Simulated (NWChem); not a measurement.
TaCl$_{2}$F$_{3}$; SMILES [F][Ta]([F])([F])([Cl])[Cl]

Program: NWChem. Geometry: optimised at PBE0/def2-SVP. No frequency run checked for a minimum. def2 effective core potentials on Ta; no spin-orbit coupling. Level PBE/def2-SVP: energy and gradient on several grids; changes count from the extra-fine grid, which is no exact limit either.

Problem. Which is the coarsest grid (coarse; xcoarse; medium; fine; xfine) from which on the energy stays within 50 μHa and each gradient component within 100 μHa/bohr of xfine?

Solution. medium.
```csv
grid,size of the energy change (μHa),largest change of a gradient component (μHa/bohr)
xcoarse,600,8000
coarse,100,400
medium,< 10,30
fine,< 10,< 30
xfine,< 10,< 30
```
